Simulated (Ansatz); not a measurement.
Conformers of C2H8ClNSi2 (`C=CN([SiH3])[SiH2]Cl`), each relaxed with PBE0-D4/def2-TZVP in Ansatz. CBS adds the triple-zeta coupled-cluster correction to the MP2 limit.

Not all of them had a frequency check.

Conformer A:

```xyz
14

C     2.096    0.106    0.742
C     1.120   -0.598    0.170
N    -0.176   -0.151   -0.111
Si   -1.320   -1.236   -0.876
Si   -0.554    1.482    0.330
Cl   -2.509    1.799   -0.217
H     3.060   -0.354    0.908
H     1.987    1.137    1.061
H     1.311   -1.627   -0.121
H    -0.581   -2.510   -1.068
H    -1.769   -0.718   -2.191
H    -2.506   -1.474   -0.017
H    -0.447    1.691    1.791
H     0.289    2.454   -0.401
```

Conformer B:

Cartesian coordinates in Å:
```
C 1.423 0.321 -1.627
C 0.930 -0.460 -0.669
N -0.126 -0.149 0.203
Si -0.101 -1.009 1.725
Si -1.242 1.065 -0.329
Cl -3.010 0.865 0.693
H 2.206 -0.047 -2.274
H 1.077 1.335 -1.797
H 1.352 -1.455 -0.530
H -1.241 -0.568 2.555
H -0.176 -2.469 1.454
H 1.178 -0.738 2.432
H -0.768 2.444 -0.067
H -1.502 0.865 -1.770
```

Task: Which is lowest in electronic energy at CCSD(T)/CBS (frozen core, def2 sets), and by how much? (Best estimate.)

Result: Ansatz gave: A; B lies 3.7 kJ/mol higher.

Task: Give the energies relative to A (kJ/mol) with r2SCAN-D4/def2-TZVPP, B3LYP-D4/def2-TZVPP, HF/def2-TZVPP, SCS-MP2/def2-TZVPP, CCSD(T)/def2-TZVPP, HF/CBS(def2), MP2/CBS(def2). (Estimate.)

Result: The calculation gave: 
```
               level    B
r2SCAN-D4/def2-TZVPP  4.4
 B3LYP-D4/def2-TZVPP  3.7
       HF/def2-TZVPP  2.6
  SCS-MP2/def2-TZVPP  3.6
  CCSD(T)/def2-TZVPP  3.7
        HF/CBS(def2)  2.5
       MP2/CBS(def2)  4.1
```

B3LYP here is the variant with VWN-RPA as its local correlation; programs differ in this.
